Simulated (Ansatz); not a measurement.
Species: LiCl, net charge -1, doublet state. SMILES of the parent species: [Cl][Li]

Atoms: Li1, Cl2. Bonds: Li1-Cl2.

Bond lengths (Å) and angles (degrees) optimised at HF/STO-3G with Ansatz (a first-principles code); HF/3-21G with Ansatz; HF/6-31G* with Ansatz; PBE/6-31G* with Ansatz; B3LYP/6-31G* with Ansatz; MP2/6-31G* with Ansatz, each started from the B3LYP-D3(BJ)/def2-TZVP structure (Ansatz) of the last column. A row stands for all coordinates that are equal there. 6-31G* holds six Cartesian d functions.

```json
[
 {"coordinate": "Li1-Cl2", "HF/STO-3G": "2.038", "HF/3-21G": "2.227", "HF/6-31G*": "2.204", "PBE/6-31G*": "2.179", "B3LYP/6-31G*": "2.175", "MP2/6-31G*": "2.180", "B3LYP-D3(BJ)/def2-TZVP": "2.138"}
]
```

Mean signed difference of all 1 bond lengths from B3LYP-D3(BJ)/def2-TZVP: HF/STO-3G -0.100 Å, HF/3-21G 0.089 Å, HF/6-31G* 0.066 Å, PBE/6-31G* 0.041 Å, B3LYP/6-31G* 0.038 Å, MP2/6-31G* 0.042 Å.
